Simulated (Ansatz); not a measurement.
Geometry optimisation, RHF/def2-SVP in Ansatz.

Input:

```yaml
crystal:
  periodic: [false, false, false]
  atoms:
    - { symbol: Ge, position_ang: [0.133045, -0.253375, -1.077464] }
    - { symbol: H, position_ang: [1.17798, 0.403279, 1.382788] }
    - { symbol: H, position_ang: [1.618835, -0.135185, 1.232001] }
    - { symbol: H, position_ang: [-0.529532, 1.059995, -0.502868] }
    - { symbol: Cl, position_ang: [-1.440027, -1.621413, -0.354857] }
basis:
  gaussian: { orbitals: def2-SVP }
hamiltonian:
  xc: hf
relax:
  f_tol: 0.03
  max_steps: 50
```

Command:

```bash
$ ansatz run input.yaml --threads 1 --pin off --max-ram 2048MiB --backend cpu --events-out ev --progress --plain --runs-dir out
```

Q: Where does it end, and by what steps?

A: The forces met the threshold. After 3 steps the energy has fallen by 0.049 eV; H3 moved furthest, 0.34 Å.

```csv
step,energy less start (eV),largest force component (eV/Å),accepted
0,0.0000,1.177,yes
1,-0.0448,0.108,yes
2,-0.0479,0.049,yes
3,-0.0492,0.024,yes
```

```xyz
5
Properties=species:S:1:pos:R:3
Ge -0.035 -0.291 -1.271
H 1.370 0.431 1.653
H 1.883 -0.068 1.440
H -0.668 1.019 -0.652
Cl -1.591 -1.638 -0.489
```

Whether the end is a true minimum wasn't checked by a vibrational analysis.

Run time: 3.4 s on 1 thread of Arm Neoverse V2, on a shared host, peak memory 0.11 GiB.
